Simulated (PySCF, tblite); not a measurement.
Species: C₇H₁₁FSi.
Atom-mapped SMILES: `[CH:1]#[C:2][CH2:3][CH2:4][Si:5]1([F:6])[CH2:7][CH2:8][CH2:9]1` (hydrogens: H10 on C1; H11, H12 on C3; H13, H14 on C4; H15, H16 on C7; H17, H18 on C8; H19, H20 on C9)

Structure used (GFN2-xTB), in Å, numbered top down from 1:
```
atom  x, y, z in Å
C1     2.608    1.408    1.222
C2     2.477    0.298    0.794
C3     2.298   -1.030    0.247
C4     1.121   -1.075   -0.736
Si5   -0.527   -0.685    0.116
F6    -0.673   -1.817    1.284
C7    -1.062    1.053    0.678
C8    -2.301    0.999   -0.246
C9    -2.143   -0.412   -0.854
H10    2.730    2.373    1.614
H11    3.221   -1.331   -0.260
H12    2.118   -1.727    1.069
H13    1.072   -2.074   -1.172
H14    1.310   -0.378   -1.552
H15   -1.323    1.137    1.729
H16   -0.390    1.874    0.446
H17   -3.231    1.105    0.309
H18   -2.271    1.774   -1.008
H19   -2.958   -1.079   -0.583
H20   -2.082   -0.402   -1.939
```

Level of theory: PBE0/pcSseg-1 in PySCF (dipole) on a GFN2-xTB geometry, gas phase.

Masses are those of the commonest isotopes; rigid-rotor values at the optimised geometry. The values belong to one conformer with, in the numbering `[CH:1]#[C:2][CH2:3][CH2:4][Si:5]1([F:6])[CH2:7][CH2:8][CH2:9]1`, C2–C3–C4–Si5 -63°, C3–C4–Si5–F6 -59°.

Question: What are A, B and C (GHz)?

Answer: Ia = 242.63, Ib = 521.63, Ic = 621.54 u·Å²; 505379 MHz·u·Å²/I gives 2083, 968.8 and 813.1 MHz, that is A = 2.0829, B = 0.9688, C = 0.8131 GHz.

Question: Classify the top.

Answer: An asymmetric top. Ray's parameter κ = (2B − A − C)/(A − C) = -0.755; −1 is the prolate and +1 the oblate limit.

Question: What does the inertial defect say?

Answer: Not planar: Δ = Ic − Ia − Ib = -142.73 u·Å². For a rigid frame Δ = −2 Σ m c², so Σ m c² = 71.37 u·Å² lies off the ab plane: 14.49 from hydrogen and 56.87 from heavier atoms. The atom farthest from that plane is 2.00 Å away.

Question: Give the other two planar moments, Paa and Pbb, and the rms extents of the mass along the axes.

Answer: Paa = Σ m a² = (Ib + Ic − Ia)/2 = 450.27 and Pbb = Σ m b² = (Ia + Ic − Ib)/2 = 171.27 u·Å². With the mass M = 142.06 u, the rms extents √(P/M) along a, b and c are 1.78, 1.10, 0.71 Å.

Question: Where do the levels up to J = 4 lie, in K?

Answer: Above 0(0,0), as E/k:
J = 1: 1(0,1) 0.086, 1(1,1) 0.139, 1(1,0) 0.146
J = 2: 2(0,2) 0.256, 2(1,2) 0.303, 2(1,1) 0.325, 2(2,1) 0.485, 2(2,0) 0.486
J = 3: 3(0,3) 0.510, 3(1,3) 0.547, 3(1,2) 0.592, 3(2,2) 0.742, 3(2,1) 0.746, 3(3,1) 1.028, 3(3,0) 1.028
J = 4: 4(0,4) 0.845, 4(1,4) 0.873, 4(1,3) 0.948, 4(2,3) 1.083, 4(2,2) 1.094, 4(3,2) 1.372, 4(3,1) 1.372, 4(4,1) 1.771, 4(4,0) 1.771
The levels of one J sum to (2J + 1)J(J + 1)(A + B + C)/3.

Question: Which types of transition are allowed, and where do some lines up to J = 4 fall?

Answer: The dipole components are |μa| = 0.20 D, |μb| = 0.41 D, |μc| = 1.65 D. Intensities carry the squares of the components, which stand as 0.01 : 0.06 : 1.00 (a : b : c). Some lines, for components of 0.1 D or more:

```tsv
type	branch	J(Ka,Kc)	MHz	lower level (cm⁻¹)
b	Q	1(1,0) ← 1(0,1)	1270	0.059
a	R	2(1,2) ← 1(1,1)	3408	0.097
b	Q	2(2,1) ← 2(1,2)	3809	0.210
c	R	2(1,1) ← 1(0,1)	4989	0.059
a	R	3(2,1) ← 2(2,0)	5406	0.338
b	R	3(1,3) ← 2(0,2)	6077	0.178
a	R	4(0,4) ← 3(0,3)	6984	0.354
b	R	2(2,1) ← 1(1,0)	7062	0.102
a	R	4(2,3) ← 3(2,2)	7116	0.516
a	R	4(3,2) ← 3(3,1)	7156	0.715
a	R	4(3,1) ← 3(3,0)	7161	0.715
a	R	4(1,3) ← 3(1,2)	7406	0.412
b	R	4(1,4) ← 3(0,3)	7579	0.354
c	Q	4(4,1) ← 4(3,1)	8312	0.954
b	Q	4(4,1) ← 4(3,2)	8318	0.953
c	R	4(1,3) ← 3(0,3)	9130	0.354
c	R	4(2,2) ← 3(1,2)	10454	0.412
b	R	3(3,1) ← 2(2,0)	11299	0.338
c	R	3(3,1) ← 2(2,1)	11315	0.337
b	R	3(3,0) ← 2(2,1)	11315	0.337
b	R	4(3,2) ← 3(2,1)	13049	0.518
b	R	4(3,1) ← 3(2,2)	13131	0.516
```

Question: Estimate the classical rotational partition function at 10 K, 25 K and 50 K.

Answer: Point group C1, symmetry number σ = 1; q = (√π/σ)·√((kT/h)³/(ABC)), k/h = 20836.6 MHz/K: 4160 at 10 K, 16500 at 25 K, 46500 at 50 K.

Its GFN2-xTB frequencies are all real (lowest 24 cm⁻¹). These are rigid-rotor constants of the computed structure; measured ground-state constants (B0) also hold zero-point vibration.
